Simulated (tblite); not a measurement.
Species: C6H11O2 (doublet state).
Structure used (GFN2-xTB), in Å, numbered top down from 1:
```xyz
19
C6H11O2 angstrom
C     -1.0526    1.1142   -0.2851
C     -1.9801    0.0330    0.0853
C     -1.3570   -1.3366   -0.2378
C     -0.0250   -1.4522    0.4980
C      0.9290   -0.3797    0.0131
O      1.3353   -0.2738   -1.1206
O      1.4329    0.3248    1.0484
C      2.4075    1.3024    0.7240
H     -0.7784    1.8735    0.4216
H     -0.8093    1.2708   -1.3190
H     -2.2207    0.0803    1.1488
H     -2.9148    0.1189   -0.4839
H     -2.0309   -2.1412    0.0600
H     -1.1742   -1.4086   -1.3107
H      0.4343   -2.4205    0.2899
H     -0.1603   -1.3426    1.5738
H      1.9325    2.1689    0.2578
H      2.8804    1.5893    1.6599
H      3.1417    0.8885    0.0297
```

Method: GFN2-xTB as coded in tblite; computed harmonic values from a numerical Hessian at the method's own geometry, unscaled. The method is semi-empirical: single wavenumbers can be off by several per cent or more. One conformer, not necessarily the lowest. Open shells enter through the occupations alone, without spin polarisation, and single modes of such species can be off by tens of per cent.

Harmonic wavenumbers (cm⁻¹): 47.1, 66.3, 76.2, 111.5, 167.1, 230.0, 279.4, 299.4, 355.0, 400.9, 474.6, 555.9, 633.2, 676.8, 814.4, 850.4, 895.3, 932.8, 939.8, 1022.0, 1057.1, 1081.0, 1124.1, 1133.5, 1137.3, 1149.0, 1163.8, 1189.2, 1208.4, 1307.4, 1309.1, 1324.7, 1384.7, 1398.9, 1444.6, 1446.0, 1460.1, 1468.8, 1472.0, 1729.8, 2884.1, 2966.5, 2980.0, 2983.1, 2983.9, 2987.7, 2999.2, 3010.4, 3038.5, 3129.3, 3172.6.

A = 3441, B = 1500, C = 1338 MHz; mass 115.076 u (most abundant isotopes); point group C1, symmetry number 1; spin multiplicity 2.

**Question.** What is the zero-point energy?

**Answer.** Half the sum of the wavenumbers: 34476 cm⁻¹ = 98.57 kcal/mol.

**Question.** Entropy at 273.15 K, 1 bar (ideal gas, RRHO, classical rotation)?

**Answer.** Translation 39.73, rotation 27.97, vibration 26.94, spin (R ln 2) 1.38: S = 96.0 cal/(mol K).

**Question.** And Cp and H(273.15 K) − H(0)?

**Answer.** Cp = 34.11 cal/(mol K), of which vibrations give 26.16 (their classical limit is 51 R = 101.3); H(273.15 K) − H(0) = 5.94 kcal/mol without the zero-point energy, 3.76 from vibrations.

**Question.** Which modes carry the vibrational entropy at 273.15 K?

**Answer.** 47.1 cm⁻¹: 4.76; 66.3 cm⁻¹: 4.09; 76.2 cm⁻¹: 3.81; 111.5 cm⁻¹: 3.07; 167.1 cm⁻¹: 2.30; 230.0 cm⁻¹: 1.72 cal/(mol K); the other 45 give 7.17 together.

**Question.** Blend soft modes into free rotors: weight 1/[1 + (100 cm⁻¹/ν̃)⁴] for the oscillator and the rest for a rotor with moment μB/(μ + B), μ = h/(8π²ν), B = 10⁻⁴⁴ kg m². What vibrational entropy results?

**Answer.** 24.26 cal/(mol K) in place of 26.94, which changes −T·S at 273.15 K by +0.73 kcal/mol.

**Question.** What must be added to the electronic energy to get the Gibbs energy at 273.15 K and 1 bar?

**Answer.** ZPE + [H(273.15 K) − H(0)] − T·S = 98.57 + 5.94 − 26.23 = 78.28 kcal/mol.

Hindered rotation and anharmonicity are outside this model. Other conformers, if any are populated, would add a mixing term that is left out. The structure is chiral; the term R ln 2 for an equal mix with its mirror image is left out.

Time: 0.6 s. Hardware: an Arm Neoverse V1 with one thread, no GPU, shared host with 32 logical CPUs at a one-minute load of 29. The figure is for the frequency step alone.
